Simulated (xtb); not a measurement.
C2H4O2, charge -1, doublet, geometry from GFN2-xTB (a state made from the parent by changing its charge; the spin is typed, not shown lowest); xtb with GFN2-xTB.

xtb was given this input:
```
$ xtb mol.xyz --gfn 2 --chrg -1 --uhf 1 --hess --json

# file mol.xyz
8

C     -1.35694313    -0.34695005    -0.01470161
O     -0.11621097    -0.92096213    -0.20521993
C      1.01595326     0.07657087    -0.15725667
O      0.77579441     1.25696160     0.28556146
H     -1.96902920    -0.39407010    -0.93383438
H     -1.90675889    -0.86419747     0.79042516
H     -1.21390419     0.70871758     0.26674643
H      1.85896390    -0.51617084     0.26568012
```

Task: Write the output that xtb gives for this input, abridged.

Result: 
```
   ID    Z sym.   atoms
    1    6 C      1, 3
    2    8 O      2, 4
    3    1 H      5-8

           -------------------------------------------------
          |                Calculation Setup                |
           -------------------------------------------------

           -------------------------------------------------
          |                 G F N 2 - x T B                 |
           -------------------------------------------------

          ...................................................
          :                      SETUP                      :
          :.................................................:
          :  # basis functions                  20          :
          :  # atomic orbitals                  20          :
          :  # shells                           12          :
          :  # electrons                        25          :
          :  max. iterations                   250          :
          :  Hamiltonian                  GFN2-xTB          :
          :  restarted?                      false          :
          :  GBSA solvation                  false          :
          :  PC potential                    false          :
          :  electronic temp.          300.0000000     K    :
          :  accuracy                    1.0000000          :
          :  -> integral cutoff          0.2500000E+02      :
          :  -> integral neglect         0.1000000E-07      :
          :  -> SCF convergence          0.1000000E-05 Eh   :
          :  -> wf. convergence          0.1000000E-03 e    :
          :  Broyden damping             0.4000000          :
          :  net charge                         -1          :
          :  unpaired electrons                  1          :
          ...................................................

 iter      E             dE          RMSdq      gap      omega  full diag
   1    -14.5860442 -0.145860E+02  0.530E+00    6.91       0.0  T
   2    -14.6504524 -0.644082E-01  0.245E+00    6.53       1.0  T
   3    -14.6513370 -0.884614E-03  0.130E+00    6.48       1.0  T
   4    -14.6516350 -0.297954E-03  0.232E-01    6.45       1.0  T
   5    -14.6518328 -0.197838E-03  0.120E-01    6.46       1.0  T
   6    -14.6518388 -0.595870E-05  0.222E-02    6.48       1.6  T
   7    -14.6518398 -0.105774E-05  0.914E-03    6.48       3.9  T
   8    -14.6518399 -0.104188E-06  0.259E-03    6.48      13.7  T
   9    -14.6518399 -0.663373E-08  0.801E-04    6.48      44.1  T
  10    -14.6518400 -0.201984E-08  0.371E-04    6.48      95.2  T

   *** convergence criteria satisfied after 10 iterations ***

         :::::::::::::::::::::::::::::::::::::::::::::::::::::
         ::                     SUMMARY                     ::
         :::::::::::::::::::::::::::::::::::::::::::::::::::::
         :: total energy             -14.559602549827 Eh    ::
         :: gradient norm              0.000028804355 Eh/a0 ::
         :: HOMO-LUMO gap              6.479511653450 eV    ::
         ::.................................................::
         :: SCC energy               -14.651839535817 Eh    ::
         :: -> isotropic ES            0.198393968361 Eh    ::
         :: -> anisotropic ES         -0.002515614716 Eh    ::
         :: -> anisotropic XC         -0.001976917276 Eh    ::
         :: -> dispersion             -0.003758372922 Eh    ::
         :: repulsion energy           0.092236985990 Eh    ::
         :: add. restraining           0.000000000000 Eh    ::
         :: total charge              -1.000000000000 e     ::
         :::::::::::::::::::::::::::::::::::::::::::::::::::::

           -------------------------------------------------
          |                Numerical Hessian                |
           -------------------------------------------------
step length          :   0.00500
SCC accuracy         :   0.30000
Hessian scale factor :   1.00000
frozen atoms in %    :   0.00000    0
RMS gradient         :   0.00003
[...]
   9: 21.07  10:  0.76  11:245.82  12: 20.39  13:129.90  14: 45.35  15:  5.07  16: 25.97
  17:  4.37  18:247.58  19:  0.30  20: 25.68  21:484.16  22:208.92  23:118.84  24: 98.98
 Raman intensities (Ä⁴*amu⁻¹)
   1:  0.00   2:  0.00   3:  0.00   4:  0.00   5:  0.00   6:  0.00   7:  0.00   8:  0.00
   9:  0.00  10:  0.00  11:  0.00  12:  0.00  13:  0.00  14:  0.00  15:  0.00  16:  0.00
  17:  0.00  18:  0.00  19:  0.00  20:  0.00  21:  0.00  22:  0.00  23:  0.00  24:  0.00
 output can be read by thermo (or use thermo option).
 writing <g98.out> molden fake output.
 recommended (thermochemical) frequency scaling factor: 1.0
           -------------------------------------------------
          |             Thermodynamic Functions             |
           -------------------------------------------------

c1  symmetry found (for desy threshold:  0.10E+00) used in thermo

          ...................................................
          :                      SETUP                      :
          :.................................................:
          :  # frequencies                          18      :
          :  # imaginary freq.                       0      :
          :  linear?                             false      :
          :  only rotor calc.                    false      :
          :  symmetry                               c1      :
          :  rotational number                       1      :
          :  scaling factor                  1.0000000      :
          :  rotor cutoff                   50.0000000 cm⁻¹ :
          :  imag. cutoff                  -20.0000000 cm⁻¹ :
          :.................................................:

    mode    ω/cm⁻¹     T·S(HO)/kcal·mol⁻¹    T·S(FR)/kcal·mol⁻¹   T·S(vib)
   ------------------------------------------------------------------------
       1    111.88    -0.96484 ( 96.16%)    -0.81732 (  3.84%)    -0.95918
       2    177.36    -0.70246 ( 99.37%)    -0.68105 (  0.63%)    -0.70232
   ------------------------------------------------------------------------

   temp. (K)  partition function   enthalpy   heat capacity  entropy
                                   cal/mol     cal/K/mol   cal/K/mol   J/K/mol
 298.15  VIB   5.97                 1339.170      9.083      8.024
         ROT  0.351E+05              888.752      2.981     23.781
         INT  0.210E+06             2227.923     12.064     31.804
         TR   0.450E+27             1481.254      4.968     38.181
         TOT                        3709.1767    17.0319    69.9847   292.8160

       T/K    H(0)-H(T)+PV         H(T)/Eh          T*S/Eh         G(T)/Eh
   ------------------------------------------------------------------------
    298.15    0.591095E-02    0.610155E-01    0.332520E-01    0.277635E-01
   ------------------------------------------------------------------------

         :::::::::::::::::::::::::::::::::::::::::::::::::::::
         ::                  THERMODYNAMIC                  ::
         :::::::::::::::::::::::::::::::::::::::::::::::::::::
         :: total free energy         -14.531839086074 Eh   ::
         ::.................................................::
         :: total energy              -14.559602550593 Eh   ::
         :: zero point energy           0.055104501930 Eh   ::
         :: G(RRHO) w/o ZPVE           -0.027341037411 Eh   ::
         :: G(RRHO) contrib.            0.027763464519 Eh   ::
         :::::::::::::::::::::::::::::::::::::::::::::::::::::

           -------------------------------------------------
          | TOTAL ENERGY              -14.559602550593 Eh   |
          | TOTAL ENTHALPY            -14.498587099283 Eh   |
          | TOTAL FREE ENERGY         -14.531839086074 Eh   |
          | GRADIENT NORM               0.000027727772 Eh/α |
          | HOMO-LUMO GAP               6.479494533250 eV   |
           -------------------------------------------------

normal termination of xtb
```
